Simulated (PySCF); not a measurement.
**HgO⁺: energy against distance**

Set-up: basis Hg def2-SVPD with ECP60, O def2-SVPD; scalar-relativistic core potentials; PySCF 2.14. Energies in eV from Hg⁺ + O in their ground configurations at the same level. All curves are PBE0. state 1: ²Π (doublet), unpaired electrons π ↑; state 2: ⁴Σ⁻ (quartet), unpaired electrons σ ↑, π ↑↑, a second solution, started from another occupation; state 3: Ms = 0.5 determinant of mixed spin (⟨S²⟩ near 1.8), unpaired electrons σ ↓, π ↑↑, a second solution, started from another occupation.

| R (Å) | state 1 | state 2 | state 3 |
| --- | --- | --- | --- |
| 1.735 | -0.0097 | 2.0190 | 2.4598 |
| 1.815 | -0.4878 | 1.2484 | 1.6496 |
| 1.896 | -0.7343 | 0.7000 | 1.0647 |
| 1.956 | -0.8135 | 0.3912 | 0.7313 |
| 2.017 | -0.8301 | 0.1475 | 0.4657 |
| 2.078 | -0.8047 | -0.0450 | 0.2539 |
| 2.158 | -0.7338 | -0.2390 | 0.0377 |
| 2.259 | -0.6230 | -0.4033 | -0.1497 |
| 2.380 | -0.4922 | -0.5160 | -0.2853 |
| 2.541 | -0.3471 | -0.5691 | -0.3644 |

**Question.** Put a parabola through the three lowest points of the state 1 curve and estimate Re, k and ωe (reduced mass 14.82 u; 1 eV/Å² = 0.16022 mdyn/Å; ωe = 1302.8·√(k/μ) cm⁻¹).

**Answer.** Through R = 1.956, 2.017, 2.078 Å the second-order coefficient is 5.64 eV/Å², so Re ≈ 2.011 Å, k ≈ 1.81 mdyn/Å and ωe ≈ 455 cm⁻¹. A polynomial fit of higher order to the unrounded PBE0 energies gives Re = 2.007 Å, k = 1.95 mdyn/Å, ωe = 473 cm⁻¹; anharmonicity and rounding make the difference.

The higher-order fit for each curve: state 1: Re = 2.007 Å, ωe = 473 cm⁻¹, De = 0.83 eV; state 2: Re = 2.578 Å, ωe = 199 cm⁻¹, minimum 0.57 eV below the ground-state fragments; state 3: Re = 2.654 Å, ωe = 174 cm⁻¹, minimum 0.377 eV below the ground-state fragments.

⟨S²⟩ of the unrestricted solution departs from its pure value on part of the curve, where spin states mix. Spin–orbit coupling is left out, which matters for elements this heavy, above all for dissociation energies. For an ion De counts to the pair picked by the measured ionisation energies or electron affinities, which need not be the lowest pair at this level. The state is the lowest determinant that a PBE0 search found; another state may lie lower at other levels.
